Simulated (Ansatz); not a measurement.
C4H4, SMILES C12C3C1C23.

Geometry optimised at PBE0-D3(BJ)/def2-SVP.

Two levels are set side by side: PBE/def2-SVPD (Ansatz, an electronic-structure program) and CAM-B3LYP/def2-SVPD (Ansatz). Energy differences of separate SCF runs at the same geometry; the states with an electron removed or added have multiplicity 2 and 2. Differences are taken from unrounded values.

```json
[
 {"quantity": "vertical ionisation energy (eV)", "PBE": "9.06"},
 {"quantity": "vertical singlet–triplet gap (eV)", "PBE": "6.50"}
]
```

Q: These are the PBE values. What does CAM-B3LYP give? (An estimate is asked for; the answer gives what the named calculation found.)

A: 
```tsv
quantity	CAM-B3LYP	PBE minus CAM-B3LYP
vertical ionisation energy (eV)	9.11	-0.05
vertical singlet–triplet gap (eV)	6.92	-0.42
```
